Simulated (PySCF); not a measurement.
An unknown is described by computed data only.

Elements present: C, H, O and P. Monoisotopic mass: 212.0814 u.

| Item | Value |
| --- | --- |
| 1H NMR | chemical shifts (computed TMS as zero) by class: 3.77 (3 H), 3.70 (1 H), 3.65 (3 H), 3.61 (1 H), 3.39 (1 H), 1.52 (1 H), 1.44 (1 H), 1.40 (1 H), 1.14 (3 H), 0.55 (1 H), -0.53 (1 H) ppm [GIAO B3LYP/pcSseg-1] |
| 13C NMR | chemical shifts (computed TMS as zero) by class: 71.8 (1 C), 70.5 (1 C), 54.4 (1 C), 53.1 (1 C), 40.4 (1 C), 31.8 (1 C), 25.4 (1 C) ppm [GIAO B3LYP/pcSseg-1] |
| Dipole | 3.23 D [CAM-B3LYP/def2-SVPD] |
| Rotational structure | rotational constants A, B, C: 1.450, 0.237, 0.229 GHz [PBE0-D3(BJ)/def2-SVP] |
| UV, strongest line | among the 10 lowest singlet transitions: S2 at 8.12 eV (153 nm, f = 0.034) [TDDFT CAM-B3LYP/def2-SVPD] |
| Triplet | lowest triplet excitation (Tamm–Dancoff): 6.91 eV [TDA CAM-B3LYP/def2-SVPD] |

Electronic properties: PySCF, gas phase, density fitting. Levels stand in brackets. The structure is a single PBE0-D3(BJ)/def2-SVP conformer in the gas phase; no vibrational or solvent corrections. NMR values are class means; diastereotopic atoms form classes of their own.

Question: Which formula fits the mass and the elements?

Answer: C7H17O5P (calculated 212.0814). No other formula that holds each of these elements comes within 0.0003 u with a fitting electron parity and a possible valence count.

Question: Give a SMILES that accounts for the data.

Answer: Numbering: `[CH3:1][O:2][P:3](=[O:4])([O:5][CH3:6])[O:7][CH2:8][CH2:9][CH2:10][C@H:11]([CH3:12])[OH:13]`. 7 carbons fall into 7 classes; from least to most shielded: carbinol carbon (C–OH) [C11] (71.8 ppm), sp3 carbon bound to oxygen [C8] (70.5 ppm), methoxy carbon [C6] (54.4 ppm), methoxy carbon [C1] (53.1 ppm), chain CH2 carbon [C10] (40.4 ppm), chain CH2 carbon [C9] (31.8 ppm), methyl carbon [C12] (25.4 ppm). Hydrogen classes from least to most shielded: 3 H on a methoxy carbon, C6 (3.77 ppm, a mean of values up to 0.7 ppm apart in this geometry), 1 H on an sp3 carbon bound to oxygen, C8 (3.70 ppm), 3 H on a methoxy carbon, C1 (3.65 ppm), 1 H on an sp3 carbon bound to oxygen, C8 (3.61 ppm), 1 H on a carbinol carbon (C–OH), C11 (3.39 ppm), 1 H on a chain CH2 carbon, C10 (1.52 ppm), 1 H on a chain CH2 carbon, C9 (1.44 ppm), 1 H on a chain CH2 carbon, C9 (1.40 ppm), 3 H on a methyl carbon, C12 (1.14 ppm, a mean of values up to 1.1 ppm apart in this geometry), 1 H on a chain CH2 carbon, C10 (0.55 ppm), 1 H on an alcohol oxygen, O13 (-0.53 ppm). The optimised geometry has point group C1 and is an asymmetric top. Structure: `COP(=O)(OC)OCCC[C@H](C)O`. The assignments are read from this structure; whether some other isomer fits the data as well wasn't checked. The mirror image fits equally.
